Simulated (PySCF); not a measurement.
Heteronuclear NMR

Atom-mapped SMILES (the numbers label the heavy atoms): `[CH3:1][C:2]#[C:3][C:4](=[C:5]=[O:6])[CH2:7][SiH2:8][O:9][CH3:10]`. Each H is labelled by its parent atom.

- coordinates at the GFN2-xTB level
- shieldings: GIAO PBE0/pcSseg-1
- code: PySCF 2.14.0 with density-fitted response routines
- fast rotation and ring inversion assumed for equivalent nuclei, isolated molecule, one conformer, non-relativistic Hamiltonian

Problem. What are the ²⁹Si shifts?

Solution. 
| atoms | environment | σ (ppm) | δ (ppm) |
| --- | --- | --- | --- |
| Si8 | silicon bonded to C, O, 2 H | 368.2 | -22.7 |

Shieldings were converted by a linear fit to measured shifts: ²⁹Si (scatter 8.9 ppm rms, 25.8 ppm with the 6 outliers that the fit left out vs TMS, solution or neat liquid). A few per cent of atoms miss by over 2 rms, more outside the fitted compound classes.

On a 600 MHz spectrometer ²⁹Si resonates near 119.2 MHz, so 1 ppm is 119.2 Hz.

Problem. What are the ¹⁷O shifts?

Solution. 
```json
{"atoms": "O6", "environment": "carbonyl oxygen", "σ (ppm)": "-84.6", "δ (ppm)": "343.8"}
{"atoms": "O9", "environment": "oxygen bonded to C, Si", "σ (ppm)": "336.4", "δ (ppm)": "-39.7"}
```

Shieldings were converted by a linear fit to measured shifts: ¹⁷O: δ = 266.70 − 0.911σ (rms 10.7 ppm, 155 shifts, 12.2 ppm with the 3 outliers that the fit left out vs liquid water, solution or neat liquid). A few per cent of atoms miss by over 2 rms, more outside the fitted compound classes.

On a 400 MHz spectrometer ¹⁷O resonates near 54.2 MHz, so 1 ppm is 54.2 Hz.
